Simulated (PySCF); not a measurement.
# Computed structure and properties of [Pr(NH3)2]3+

System: [Pr(NH3)2]3+ (singlet in the valence; each metal's 4f electrons, 2 of them, lie in its core potential, out of spins and levels; a saddle point, relaxed within its symmetry); start: displaced along the imaginary mode (C1). Method: PySCF 2.14.0, RKS PBE, Pr lcecp-1-SVP with ECP48, N def2-SVP, H def2-SVP; non-relativistic Hamiltonian with scalar-relativistic core potentials where named; density fitting; no spin-orbit coupling.

Input of the relaxation:

```python
mol = gto.M(atom='''
Pr     0.05402    -0.00201    -0.00000
N     -0.21863     0.00815     2.55043
H      0.56875     0.48088     3.06062
H     -1.05951     0.47768     2.96751
H     -0.24815    -0.93104     3.01707
N     -0.21863     0.00815    -2.55043
H      0.56887    -0.46246    -3.06262
H     -1.05963    -0.45926    -2.96951
H     -0.24815     0.94925    -3.01306''',
    basis={'Pr': 'lcecp-1-SVP', 'N': 'def2-SVP', 'H': 'def2-SVP'},
    ecp={'Pr': 'lcecp-1-SVP'},
    charge=3, spin=0)
mf = dft.RKS(mol, xc='PBE')
mf.grids.atom_grid = (50, 194)  # f atoms: unpruned, at least (60, 302)
mf = mf.density_fit()  # fitting sets: Pr AutoAux, N def2-universal-JKFIT, H def2-universal-JKFIT
mf.conv_tol = 1e-08; mf.max_cycle = 55
mf.kernel(dm0)  # dm0: converged density of the start geometry
# quasi-Newton relaxation in Cartesian coordinates to a largest gradient under 0.00045 Eh/bohr, steps kept in the point group
```

Run from Python with OMP_NUM_THREADS=2; the lines above give its settings. Where DIIS fails, smearing, a level shift and second-order steps follow.
It took 64 s on 2 threads of Arm Neoverse V1, on a shared host, from the converged density of the start.

Course of the relaxation:

```tsv
step	energy above end (eV)	largest force component within the symmetry (eV/Å)
0	0.4231	0.290
1	0.4073	0.328
2	0.3895	0.359
3	0.3696	0.380
4	0.3478	0.390
5	0.3248	0.387
6	0.3013	0.374
7	0.1854	0.156
13	0.0021	0.109
14	0.0008	0.055
15	0.0004	0.051
16	0.0002	0.029
17	0.0000	0.014
18	0.0000	0.014
```
(The steps between are left out.)

Relaxed geometry (C1, nearly C2):

```xyz
9

Pr    1.1751   -0.0467    0.0000
N    -0.1970    0.0091    2.0663
H     0.2713    0.4598    2.8907
H    -1.1100    0.5225    2.0122
H    -0.4822   -0.9248    2.4522
N    -0.1971    0.0056   -2.0664
H     0.2654   -0.4163   -2.9092
H    -1.1162   -0.4982   -2.0332
H    -0.4704    0.9584   -2.4126
```

```tsv
contact	Å
Pr1–N2 (NH3)	2.481
Pr1–N6 (NH3)	2.481
```

On the finer grid (75, 302):

| Quantity | Value |
| --- | --- |
| HOMO | -23.85 eV |
| LUMO | -18.75 eV |
| Dipole about the centre of mass | 3.35 D |
| Set of Mulliken populations of Pr1 outside the core potential | s 2.13, p 6.08, d 0.68, f 0.03 |
| D3(BJ) dispersion energy (not in the energies) | -0.136 eV |

```tsv
atom	Mulliken (e)	Löwdin (e)	spin (e)
Pr1	2.07	1.93	0.00
N2	-0.33	0.00	0.00
H3	0.27	0.18	0.00
H4	0.26	0.18	0.00
H5	0.26	0.18	0.00
N6	-0.33	0.00	0.00
H7	0.27	0.18	0.00
H8	0.26	0.18	0.00
H9	0.26	0.18	0.00
```

The 4f levels lie in the core potential and are missing. Their spin isn't counted.

On the grid (50, 194), as all that follows. Harmonic modes: 2 unstable, so a saddle point once the symmetry is let go (counted below −25 cm⁻¹); lowest -73 cm⁻¹ (negative: unstable), highest 3274 cm⁻¹, zero-point energy 1.970 eV.

Taking off one NH3 (charge 0, singlet; the rest: singlet) in vacuum, both parts rigid, costs 4.45 eV; the small basis without counterpoise inflates it. Parting with an electron moved from the ligand to the metal can be far cheaper, even downhill.

Rigid scan of NH3 along the line from its metal:

distance to N2 (Å), energy (eV) and a bar:
```
     2.18      0.475 ##############################
     2.28      0.184 ############
     2.38      0.040 ###
     2.48      0.000 
     2.58      0.031 ##
     2.68      0.110 #######
     2.88      0.351 ######################
```

One start shape was tried, so this needn't be the lowest isomer.

An lcecp potential fixes the number of 4f electrons, so in runs with it no electron can move into or out of that shell.
